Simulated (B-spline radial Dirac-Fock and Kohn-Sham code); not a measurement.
## Gd: K-LL lines in intermediate coupling

System: the free gadolinium atom, [Xe] 4f6 5d2 6s2 (an excited configuration).

Calculated with a radial atomic solver, using Dirac-Fock energy differences between relaxed states, corrected for Breit and QED terms. The two-hole levels come from diagonalising the Coulomb interaction among the jj configurations; intensities are independent-particle Coulomb rates. Kinetic energies are from the vacuum level. Correlation and solid-state effects are left out. Open outer shells are spectators and are not coupled to the holes. The rates lack the Breit term, which in heavy atoms raises K-L1L1 and K-L1L2. Labels follow the leading weight; the literature often keeps the label of the LS limit.

```
kinetic energy (eV)  J  leading jj holes (weight)  leading LS term (weight)  intensity (%)
            33268.1  0                L1L1 (1.00)                ¹S0 (1.00)           10.0
            33722.3  1                L1L2 (0.99)                ³P1 (0.60)           14.4
            33760.1  0                L1L2 (1.00)                ³P0 (1.00)            1.6
            34128.7  0                L2L2 (1.00)                ³P0 (0.64)            2.6
            34390.2  1                L1L3 (0.99)                ¹P1 (0.60)           12.0
            34456.7  2                L1L3 (1.00)                ³P2 (1.00)            2.9
            34834.7  2                L2L3 (1.00)                ¹D2 (0.69)           40.0
            34857.3  1                L2L3 (1.00)                ³P1 (1.00)            0.1
            35501.2  0                L3L3 (1.00)                ¹S0 (0.64)            2.3
            35543.1  2                L3L3 (1.00)                ³P2 (0.69)           14.3
```

The strongest line, by its leading LS label ¹D2, lies at 34834.7 eV. The mean weight of the leading component is 1.00 in jj and 0.78 in LS coupling, so jj labels describe these levels better.
